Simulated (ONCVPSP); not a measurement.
# Al (Z = 13): excitation energies, all-electron against ONCV

- Element: Al (Z = 13)
- Generator: ONCVPSP 4.0.1
- Type: optimised norm-conserving Vanderbilt (ONCV)
- Functional: PBE
- Relativity: non-relativistic
- Frozen core: [Ne]
- Valence charge: 3
- Reference configuration: 3s2 3p1
- Partial waves: 3s: rc 2.30 bohr, ncon 4, nbas 8, qcut 2.9 1/bohr, 2 projectors, debl 0.5 Ha; 3p: rc 2.95 bohr, ncon 4, nbas 8, qcut 3 1/bohr, 2 projectors, debl 2.1 Ha; d scattering state at 0.06 Ha: rc 2.35 bohr, ncon 4, nbas 8, qcut 3.8 1/bohr, 2 projectors, debl 2.3 Ha
- Local potential: polynomial inside 2.30 bohr (lpopt 5, dvloc0 3 Ha)
- Core correction: polynomial model core, fcfact 0.4

Energies are relative to the spin-unpolarised reference configuration 3s2 3p1; without spin polarisation the order of configurations can differ from experiment.

(1) Give the all-electron excitation energy and the error of the potential for: 3s2 3p0; 3s1 3p0; 3s2 3p0.5; 3s0 3p3.

Results:

(1)

```tsv
valence configuration	charge	ΔE all-electron (eV)	error AE − PS (meV)
3s2 3p0	+1	5.771	-1.0
3s1 3p0	+2	24.963	-5.5
3s2 3p0.5	+0.5	2.090	-0.2
3s0 3p3	0	10.383	-21
```
